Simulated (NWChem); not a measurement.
All runs are NWChem calculations. System: silicon monosulfide (SSi), charge 0, spin multiplicity 1, at a geometry optimised with PBE0/def2-SVP. Level: CCSD(T)/def2-TZVP, 10 core orbitals frozen.

Output (cleaned and shortened):

```
             Northwest Computational Chemistry Package (NWChem) 7.3.0
             --------------------------------------------------------

                                NWChem Input Module
                                -------------------

 Scaling coordinates for geometry "geometry" by  1.889725989
 (inverse scale =  0.529177249)

 Turning off AUTOSYM since
 SYMMETRY directive was detected!

                             Geometry "geometry" -> ""
                             -------------------------

 Output coordinates in angstroms (scale by  1.889725989 to convert to a.u.)

  No.       Tag          Charge          X              Y              Z
 ---- ---------------- ---------- -------------- -------------- --------------
    1 Si                  14.0000     0.00000000     0.00000000     1.03447900
    2 S                   16.0000     0.00000000     0.00000000    -0.90517000

 Effective nuclear repulsion energy (a.u.)      61.1119350851

            Nuclear Dipole moment (a.u.)
            ----------------------------
        X                 Y               Z
 ---------------- ---------------- ----------------
     0.0000000000     0.0000000000    -0.0000264562

      Symmetry information
      --------------------

 Group name             C2v
 Group number             16
 Group order               4
 No. of unique centers     2

      Symmetry unique atoms

     1    2


 Summary of "ao basis" -> "" (spherical)
 ------------------------------------------------------------------------------
       Tag                 Description            Shells   Functions and Types
 ---------------- ------------------------------  ------  ---------------------
 *                         def2-tzvp                  on all atoms

 Summary of "ao basis" -> "ao basis" (spherical)
 ------------------------------------------------------------------------------
       Tag                 Description            Shells   Functions and Types
 ---------------- ------------------------------  ------  ---------------------
 Si                        def2-tzvp                13       37   5s5p2d1f
 S                         def2-tzvp                13       37   5s5p2d1f

                                 NWChem SCF Module
                                 -----------------

  ao basis        = "ao basis"
  functions       =    74
  atoms           =     2
  closed shells   =    15
  open shells     =     0
  charge          =   0.00
  wavefunction    = RHF
  use symmetry    = T
  symmetry adapt  = T

 Summary of "ao basis" -> "ao basis" (spherical)
 ------------------------------------------------------------------------------
       Tag                 Description            Shells   Functions and Types
 ---------------- ------------------------------  ------  ---------------------
 Si                        def2-tzvp                13       37   5s5p2d1f
 S                         def2-tzvp                13       37   5s5p2d1f

      Symmetry analysis of basis
      --------------------------

        a1         32
        a2          6
        b1         18
        b2         18

 Forming initial guess at       0.1s

      Superposition of Atomic Density Guess
      -------------------------------------

 Sum of atomic energies:        -686.31491183

      Non-variational initial energy
      ------------------------------

 Total energy =    -686.511503
 1-e energy   =   -1071.566166
 2-e energy   =     323.942728
 HOMO         =      -0.285601
 LUMO         =      -0.038961

      Symmetry analysis of molecular orbitals - initial
      -------------------------------------------------

 !! scf_movecs_sym_adapt:   48 vectors were symmetry contaminated

  Symmetry fudging

 !! scf_movecs_sym_adapt:   46 vectors were symmetry contaminated

  Numbering of irreducible representations:

     1 a1          2 a2          3 b1          4 b2

  Orbital symmetries:

     1 a1          2 a1          3 a1          4 a1          5 b2
     6 b1          7 a1          8 a1          9 b2         10 b1
    11 a1         12 a1         13 b1         14 b2         15 a1
    16 b2         17 b1         18 a1         19 a1         20 b2
    21 b1         22 a1         23 a1         24 a2         25 a1
[...]
              MO Center= -1.1D-30,  2.5D-16, -5.0D-01, r^2= 1.9D+00
   Bfn.  Coefficient  Atom+Function         Bfn.  Coefficient  Atom+Function
  ----- ------------  ---------------      ----- ------------  ---------------
    53      0.446105  2 S  py                56      0.301935  2 S  py
    16      0.201008  1 Si py                50      0.197682  2 S  py
    44     -0.161032  2 S  py

 Vector   16  Occ=0.000000D+00  E= 2.470648D-02  Symmetry=b2
              MO Center=  7.2D-30, -8.9D-16,  8.7D-01, r^2= 4.0D+00
   Bfn.  Coefficient  Atom+Function         Bfn.  Coefficient  Atom+Function
  ----- ------------  ---------------      ----- ------------  ---------------
    19      0.740446  1 Si py                56     -0.435807  2 S  py
    16      0.309943  1 Si py                53     -0.184366  2 S  py

 Vector   17  Occ=0.000000D+00  E= 2.470648D-02  Symmetry=b1
              MO Center=  1.8D-15, -6.1D-30,  8.7D-01, r^2= 4.0D+00
   Bfn.  Coefficient  Atom+Function         Bfn.  Coefficient  Atom+Function
  ----- ------------  ---------------      ----- ------------  ---------------
    18      0.740446  1 Si px                55     -0.435807  2 S  px
    15      0.309943  1 Si px                52     -0.184366  2 S  px

 Vector   18  Occ=0.000000D+00  E= 1.394187D-01  Symmetry=a1
              MO Center= -2.4D-17,  4.1D-17,  8.4D-01, r^2= 6.9D+00
   Bfn.  Coefficient  Atom+Function         Bfn.  Coefficient  Atom+Function
  ----- ------------  ---------------      ----- ------------  ---------------
    42      1.897496  2 S  s                 20      1.679380  1 Si pz
     5     -1.603781  1 Si s                 57      0.888247  2 S  pz
    17      0.276854  1 Si pz                54      0.254753  2 S  pz
    28     -0.179493  1 Si d  0

 center of mass
 --------------
 x =   0.00000000 y =   0.00000000 z =   0.00004375

 moments of inertia (a.u.)
 ------------------
         200.462357521714           0.000000000000           0.000000000000
           0.000000000000         200.462357521714           0.000000000000
           0.000000000000           0.000000000000           0.000000000000

  Mulliken analysis of the total density
  --------------------------------------

    Atom       Charge   Shell Charges
 -----------   ------   -------------------------------------------------------
    1 Si  14    13.64   2.00  0.59  1.38  1.09  0.77  4.10  1.74  0.42  0.95  0.38  0.07  0.13  0.02
    2 S   16    16.36   2.01  0.49  1.48  1.05  0.79  4.18  1.69  0.87  2.36  1.37  0.02  0.05  0.00

       Multipole analysis of the density wrt the origin
       ------------------------------------------------

     L   x y z        total         open         nuclear
     -   - - -        -----         ----         -------
     0   0 0 0     -0.000000      0.000000     30.000000

     1   1 0 0      0.000000      0.000000      0.000000
     1   0 1 0     -0.000000      0.000000      0.000000
     1   0 0 1      0.924246      0.000000     -0.000026

     2   2 0 0    -18.998383      0.000000      0.000000
     2   1 1 0      0.000000      0.000000      0.000000
     2   1 0 1      0.000000      0.000000      0.000000
     2   0 2 0    -18.998383      0.000000      0.000000
     2   0 1 1     -0.000000      0.000000      0.000000
     2   0 0 2    -19.715087      0.000000    100.316121

                   NWChem Extensible Many-Electron Theory Module
                   ---------------------------------------------


            General Information
            -------------------
      Number of processors :     1
         Wavefunction type : Restricted Hartree-Fock
          No. of electrons :    30
           Alpha electrons :    15
            Beta electrons :    15
           No. of orbitals :   148
            Alpha orbitals :    74
             Beta orbitals :    74
        Alpha frozen cores :    10
         Beta frozen cores :    10
     Alpha frozen virtuals :     0
      Beta frozen virtuals :     0
         Spin multiplicity : singlet
    Number of AO functions :    74
       Number of AO shells :    26
        Use of symmetry is : on
      Symmetry adaption is : on
         Schwarz screening : 0.10D-09

          Correlation Information
          -----------------------
          Calculation type : Coupled-cluster singles & doubles w/ perturbation
   Perturbative correction : (T)
            Max iterations :      100
        Residual threshold : 0.10D-05
     T(0) DIIS level shift : 0.00D+00
     L(0) DIIS level shift : 0.00D+00
     T(1) DIIS level shift : 0.00D+00
     L(1) DIIS level shift : 0.00D+00
     T(R) DIIS level shift : 0.00D+00
     T(I) DIIS level shift : 0.00D+00
   CC-T/L Amplitude update :  5-th order DIIS
                I/O scheme : Global Array Library
        L-threshold :  0.10D-05
        EOM-threshold :  0.10D-05
 no EOMCCSD initial starts read in
 TCE RESTART OPTIONS
 SLICE:      F
 D4D5:       F
 quantumc:   F
 qrotation:  F
 pwtce:      F
 qducc:      F
 nacto:                         0
 nrotv:                         0
 nrot:                          0

            Memory Information
            ------------------
          Available GA space size is     249031324 doubles
          Available MA space size is     104853036 doubles

 Maximum block size supplied by input
 Maximum block size        24 doubles

 tile_dim =     23

 -------------------------------------------------

 Global array virtual files algorithm will be used

 Parallel file system coherency ......... OK

 4-electron integrals stored in orbital form

 v2    file size   =          1338615
 4-index algorithm nr.  13 is used
 imaxsize =       30
 imaxsize ichop =        0


CCSD iterations
 ---------------------------------------------------------
 Iter          Residuum       Correlation     Cpu    Wall
 ---------------------------------------------------------
    1   0.1263248751032  -0.2558377740293     0.2     0.2
    2   0.0365866930008  -0.2694531766961     0.2     0.2
    3   0.0140353968350  -0.2761573244072     0.2     0.2
    4   0.0064838001877  -0.2775240145604     0.2     0.2
    5   0.0029756709795  -0.2783105291634     0.2     0.2
    6   0.0009672137987  -0.2787163530951     0.2     0.2
    7   0.0005783547777  -0.2787627222111     0.2     0.2
    8   0.0002803142946  -0.2787824249215     0.2     0.2
    9   0.0002003067021  -0.2787808569195     0.2     0.2
   10   0.0001082699757  -0.2787893183970     0.2     0.2
   11   0.0000191136466  -0.2787945940378     0.2     0.2
   12   0.0000089117832  -0.2787953329083     0.2     0.2
   13   0.0000045716534  -0.2787957608826     0.2     0.2
   14   0.0000027888040  -0.2787956929150     0.2     0.2
   15   0.0000015394149  -0.2787957409281     0.2     0.2
   16   0.0000003720512  -0.2787957119999     0.2     0.2
 -----------------------------------------------------------------
 Iterations converged
 CCSD correlation energy / hartree =        -0.278795711999881
 CCSD total energy / hartree       =      -686.774736989775079

 Singles contributions

 Doubles contributions
 CCSD(T)
 Using plain CCSD(T) code
             total no. of tasks          230
 total no. of tasks / no. procs          230
                         wl_min          540           2.9
                         wl_max       328509           8.3
        thresh for no. of tasks          230

 CCSD[T]  correction energy / hartree =        -0.018424341759813
 CCSD[T] correlation energy / hartree =        -0.297220053759694
 CCSD[T] total energy / hartree       =      -686.793161331534861
 CCSD(T)  correction energy / hartree =        -0.017670705840345
 CCSD(T) correlation energy / hartree =        -0.296466417840227
 CCSD(T) total energy / hartree       =      -686.792407695615452

 Task  times  cpu:       12.9s     wall:       12.9s

 Total times  cpu:       12.9s     wall:       12.9s
```

Question: Write an NWChem input that would produce this output.

Answer: This is not unique; one that fits is 
```
start mol
memory heap 100 mb stack 700 mb global 1900 mb
geometry units angstroms nocenter noautoz
  Si     0.000000     0.000000     1.034479
  S      0.000000     0.000000    -0.905170
  symmetry group C2v
end
basis spherical
  * library def2-tzvp
end
scf
  rhf
  nopen 0
  maxiter 100
  thresh 1e-7
  semidirect memsize 60000000 filesize 0
end
tce
  freeze core 10
  ccsd(t)
  2eorb
  2emet 13
  thresh 1e-6
  maxiter 100
  tilesize 24
end
task tce energy
```
